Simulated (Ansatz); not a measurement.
Reaction (ligand exchange at the Si–F bond): `N[Si](F)(F)Cl` + NH₃ → `N[Si](N)(F)Cl` + H–F

Computed with Ansatz on PBE0-D4/def2-TZVP structures; ΔE is electronic, products minus reactants. CCSD(T)/CBS adds triple-zeta CCSD(T) − MP2 to the extrapolated MP2 energy (def2 sets, frozen cores). This one scheme is used for every species. Functionals use def2-TZVPP. One conformer a species, not always the lowest.

CCSD(T)/CBS gives +0.74 eV.

Problem. Another level gave +0.75 eV. Which?
A. PBE0/def2-TZVPP
B. LDA (SPW92)/def2-TZVPP
C. B2PLYP/def2-TZVPP
D. BLYP/def2-TZVPP

Solution. A. PBE0 0.75, LDA (SPW92) 0.68, BLYP 0.85, B2PLYP 0.81 eV.

Largest T1 diagnostic among the species: 0.010.

In def2-TZVPP, CCSD(T) changes the Hartree–Fock value by −0.13 eV (the triples alone add −0.02 eV) and MP2 by −0.16 eV. The D4 term adds −0.07 eV with B3LYP and −0.04 eV with PBE0; it sums over pairs of atoms, weighted by their polarisabilities, and B3LYP, whose exchange is more repulsive, gets the larger term.

B3LYP here is the variant with VWN-RPA as its local correlation; programs differ in this.
